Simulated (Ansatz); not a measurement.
The cluster Si2Mo4⁺, relaxed as a doublet with UKS PBE-D4/def2-SVP in Ansatz, starting from the GFN2-xTB geometry. Force threshold 0.02 eV/Å.

In the def2 sets Mo takes a core potential; there is no spin–orbit coupling. The charge 1 doublet is spin-contaminated (final ⟨S²⟩ up to 1.19, 0.75 for a pure state). The relaxation made no stability test and no search for a lower SCF solution. No other spin state of charge 1 was run. Another isomer (doublet) lies 2.16 eV lower at PBE0-D4/def2-TZVP; other spin states weren't run for this one.

Start:

Cartesian coordinates in Å:
```
Mo -0.005 -1.318 -1.495
Mo 1.066 -1.267 0.937
Mo -0.041 0.484 -0.098
Mo -1.568 -1.005 0.707
Si -1.129 1.998 -1.085
Si 1.678 1.107 1.034
```

```
         step  energy (eV)  largest force component (eV/Å)  SCF passes
            1  -23156.1969                           5.082         163
            2  -23157.7405                           1.487          64
            3  -23158.8272                           1.273          91
            4  -23159.3039                           1.667          63
            5  -23159.6867                           0.572          68
            6  -23159.9795                           0.871         112
            7  -23160.2741                           0.796          70
            8  -23160.5458                           1.045          79
            9  -23160.8470                           1.217         101
           10  -23160.9980                           0.572          66
           11  -23161.0574                           0.313          57
           12  -23161.1636                           0.257          79
13 (rejected)  -23161.1588                           0.367          52
           14  -23161.1755                           0.077          43
           15  -23161.1763                           0.035          43
           16  -23161.1764                           0.007          43
```

Force components are those of the run's own axes.

End:

Cartesian coordinates in Å:
```
Mo -0.1828 -0.7991 -1.3969
Mo 0.9923 -1.3783 0.9005
Mo 0.2939 1.0867 0.0507
Mo -1.4720 -0.5354 0.4167
Si -1.8172 1.1271 -1.4511
Si 2.1858 0.4991 1.4800
```

Bonds formed: Mo1–Si5, Mo4–Si5 (atoms count from 1).

No frequencies were taken in this run, so the end may be a saddle point.

Run time 1.8 min (4 threads of Intel Xeon Platinum 8259CL on a shared host).
